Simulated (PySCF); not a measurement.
Correlation energy of O (oxygen, neutral)

[He] 2s2 2p4, high-spin 3P determinant. Computed with PySCF 2.14 in x2c-SVPall (3s2p1d, 14 functions), with scalar relativity by spin-free X2C-1e. Frozen: 1s2; 6 electrons correlated.

MP2 pair energies summed by pair of shells (mhartree):

| pair | energy | share (%) |
| --- | --- | --- |
| 2p-2p | -49.35 | 48.7 |
| 2s-2p | -44.46 | 43.9 |
| 2s-2s | -7.58 | 7.5 |

Total MP2 correlation energy: -101.38 mhartree.

Same-spin part -25.87 and opposite-spin part -75.51 mhartree; SCS-MP2 scales them by 1/3 and 6/5 to -99.24 mhartree.

| level | correlation energy (mhartree) |
| --- | --- |
| CCSD | -116.62 |
| (T) | -0.83 |
| CCSD(T) | -117.45 |

Diagnostics: T1 = 0.0034, D1 = 0.0067, largest double amplitude 0.054.

Cost of the coupled-cluster step: 0.05 s of wall time on 1 thread of Intel(R) Xeon(R) 6975P-C (shared host), for 6 correlated electrons.
